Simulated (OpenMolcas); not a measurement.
3d⁴ along the 22-electron sequence

```json
{
  "Program": "OpenMolcas 26.06",
  "Method": "SS-RASPT2, IPEA 0.25 Eh, imaginary shift 0.1 Eh",
  "Basis": "ANO-RCC-VTZP",
  "Scalar Hamiltonian": "DKH2, point nucleus",
  "Spin-orbit coupling": "state interaction with AMFI integrals over the reference wave functions, term energies averaged over their components"
}
```

Active space for each ion: 10 electrons in 8 orbitals (RAS1 3p, at most 2 holes; RAS2 3d); closed shells correlated by CASPT2: 3s.

Computed levels in cm-1 above ⁵D₀:

```json
{"Level": "⁵D₁", "Mn3+": "106", "Fe4+": "158", "Ni6+": "300", "Cu7+": "403"}
{"Level": "⁵D₂", "Mn3+": "313", "Fe4+": "463", "Ni6+": "866", "Cu7+": "1154"}
{"Level": "⁵D₃", "Mn3+": "610", "Fe4+": "899", "Ni6+": "1654", "Cu7+": "2180"}
{"Level": "⁵D₄", "Mn3+": "988", "Fe4+": "1446", "Ni6+": "2620", "Cu7+": "3430"}
{"Level": "³P₀(1)", "Mn3+": "21140", "Fe4+": "24890", "Ni6+": "30860", "Cu7+": "33590"}
{"Level": "³H₄", "Mn3+": "21630", "Fe4+": "25440", "Ni6+": "32260", "Cu7+": "35540"}
{"Level": "³P₁(1)", "Mn3+": "21780", "Fe4+": "25840", "Ni6+": "32640", "Cu7+": "35960"}
{"Level": "³H₅", "Mn3+": "21860", "Fe4+": "25790", "Ni6+": "32940", "Cu7+": "36480"}
{"Level": "³H₆", "Mn3+": "22110", "Fe4+": "26160", "Ni6+": "33640", "Cu7+": "37410"}
{"Level": "weight of ⁵D in the lowest level (%)", "Mn3+": "100", "Fe4+": "100", "Ni6+": "99", "Cu7+": "99"}
```

Measured, with the error of the calculation in %. Measured levels: Mn3+ from Corliss and Sugar, J. Phys. Chem. Ref. Data 6, 1253 (1977); Fe4+ from Corliss and Sugar, J. Phys. Chem. Ref. Data 11, 135 (1982); Ni6+ from Corliss and Sugar, J. Phys. Chem. Ref. Data 10, 197 (1981).

| Level | Mn3+ | Fe4+ | Ni6+ |
| --- | --- | --- | --- |
| ⁵D₁ | 99.0 (+7.2) | 142 (+11.3) | 279 (+7.5) |
| ⁵D₂ | 287 (+9.0) | 417 (+11.1) | 804 (+7.7) |
| ⁵D₃ | 552 (+10.5) | 803 (+11.9) | 1520 (+8.8) |
| ⁵D₄ | 886 (+11.6) | 1283 (+12.7) | 2392 (+9.6) |
| ³P₀(1) | 20654 (+2.4) | 24055 (+3.5) | 30077 (+2.6) |
| ³H₄ | 21281 (+1.7) | 24932 (+2.0) | 31672 (+1.9) |
| ³P₁(1) | 21279 (+2.3) | 24973 (+3.5) | 31836 (+2.5) |
| ³H₅ | 21475 (+1.8) | 25226 (+2.2) | 32286 (+2.0) |
| ³H₆ | 21679 (+2.0) | 25528 (+2.5) | 32877 (+2.3) |

The fine-structure level ⁵D₄ changes by a factor of 3.47 from Mn3+ to Cu7+. Its fourth root runs 5.61, 6.17, 7.15, 7.65, with steps per unit of Z of 0.56, 0.49, 0.50; equal steps would mean a (Z - σ)^4 law with constant σ.

³P₀(1) changes by a factor of 1.59 over the same range, with steps per unit of Z of +3750, +2980, +2730 cm-1.

Term energies are means over components that CASPT2 splits; among the terms shown or strongly mixed into the levels shown the widest spread is 77 cm-1 (3d⁴ ³H, Mn3+). Active for correlation alone: 3p; no level in the range computed is led by a configuration that opens it, so any true level of that kind is missing. Computed and measured levels are paired by configuration, term and J; levels that our copy of the source lacks, or whose pairing is in doubt (as where it misses far off the trend of its configuration), stay unpaired and out of the deviations. Levels of configurations outside the active space are missing.

A number in round brackets counts repeated terms of one configuration in the order of the reference energies.
